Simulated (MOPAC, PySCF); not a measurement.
HB$_{3}$O, SMILES `B=BB=O` (B–B–B–O torsion 95°), neutral singlet in the gas phase. 

Cartesian coordinates (Å):
SMILES: O=BB=B
```xyz
5

B     -1.5295    -0.1798     0.3406
B     -0.0435    -0.0051     0.0901
B      1.5358     0.1808    -0.1768
O      2.7127     0.3189    -0.3757
H     -2.6755    -0.3148     0.5339
```
Charge 0, spin multiplicity 1.

All levels are single points at this geometry (CAM-B3LYP-D3(BJ)/def2-TZVP); Pople sets use spherical d functions. Orbital energies aren't observables, and empty levels follow the basis.

| level | HOMO (eV) | LUMO (eV) | gap (eV) | dipole (D) | vertical IE, Delta-SCF (eV) |
|---|---|---|---|---|---|
| CAM-B3LYP-D3(BJ)/def2-TZVP in PySCF | -7.95 | -3.75 | 4.19 | 4.05 | 8.99 |
| TPSSh-D3(BJ)/def2-TZVP in PySCF | -6.11 | -5.38 | 0.72 | 3.80 | 8.76 |
| BP86/6-31G* in PySCF | -5.38 | -5.68 | -0.30 | 3.31 | – |
| M06-2X/6-31G* in PySCF | -7.28 | -3.54 | 3.74 | 3.82 | – |
| HF/3-21G in PySCF | -8.71 | -1.04 | 7.67 | 4.35 | – |
| HF/STO-3G in PySCF | -5.78 | 3.44 | 9.22 | 2.58 | – |
| AM1 in MOPAC | -6.99 | -0.39 | 6.60 | 4.44 | – |
| PM3 in MOPAC | -10.19 | -2.30 | 7.89 | 1.72 | – |
| PM6 in MOPAC | -7.41 | -2.57 | 4.84 | 3.70 | – |
